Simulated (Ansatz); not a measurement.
Abridged output of a molecular run in Ansatz:

```
Functional definition: HF
1580 factors; integrals over basis functions are off by at most 9.8e-4 eV
mean field evaluation 1: about -29704.2457 eV, gradient 4.0e1 eV
mean field evaluation 2: about -29704.6401 eV, gradient 4.0e1 eV
mean field evaluation 4: about -29708.3454 eV, gradient 4.2e0 eV
mean field evaluation 8: about -29708.4252 eV, gradient 3.0e-1 eV
mean field -29708.42557208 eV, -1091.7645026799 hartree, gradient 6.2e-6 eV, S^2 0.000000; 0 other end points of the search recorded, 0 dependent functions left out
17 core orbitals not correlated: weight in the atoms' cores, before any rotation towards them, 1.000 or more for the frozen orbitals, at most 0.000 for the correlated occupied ones
reference -29708.42557208 eV, -1091.7645026799 hartree; 15, 15 occupied and 240, 240 virtual orbitals, 1580 factors
second order -22.40267144 eV of doubles, -0.00000000 eV of singles
cycle   1  -23.10757104 eV  change   -7.0e-1 eV  update   1.1e-1
cycle   2  -23.71483920 eV  change   -6.1e-1 eV  update   3.3e-2
cycle   3  -23.83603686 eV  change   -1.2e-1 eV  update   1.6e-2
cycle   4  -23.82559889 eV  change    1.0e-2 eV  update   4.0e-3
cycle   5  -23.82359497 eV  change    2.0e-3 eV  update   2.0e-3
cycle   6  -23.82404589 eV  change   -4.5e-4 eV  update   6.4e-4
cycle   7  -23.82373864 eV  change    3.1e-4 eV  update   2.7e-4
cycle   8  -23.82370111 eV  change    3.8e-5 eV  update   9.2e-5
cycle   9  -23.82375052 eV  change   -4.9e-5 eV  update   3.6e-5
cycle  10  -23.82374534 eV  change    5.2e-6 eV  update   1.3e-5
perturbative correction -1.03527998 eV, -0.0380458376 hartree
Total energy: -29733.28459740 eV, -1092.6780550105 hartree
```

Its atoms:

Cartesian coordinates in Å:
```
O -0.734 -0.091 -2.044
Si 0.252 -0.537 -0.801
C 1.090 0.950 0.017
S -0.162 1.317 1.319
Si -0.848 -0.734 1.246
H -1.418 0.549 -1.839
H 1.152 -1.564 -1.388
H 1.206 1.821 -0.632
H 2.055 0.726 0.476
H -0.264 -1.596 2.312
H -2.329 -0.841 1.335
```

Task: Which basis set was used?
A. def2-TZVPPD
B. cc-pV(D+d)Z
C. def2-TZVPP
D. def2-SVP

Result: C. It gives 272 functions.

Task: Write the keys of the input that set method, charge and spin (a neutral closed shell needs none for the last two).

Result: 
```yaml
correlation: {method: ccsd_t}
```
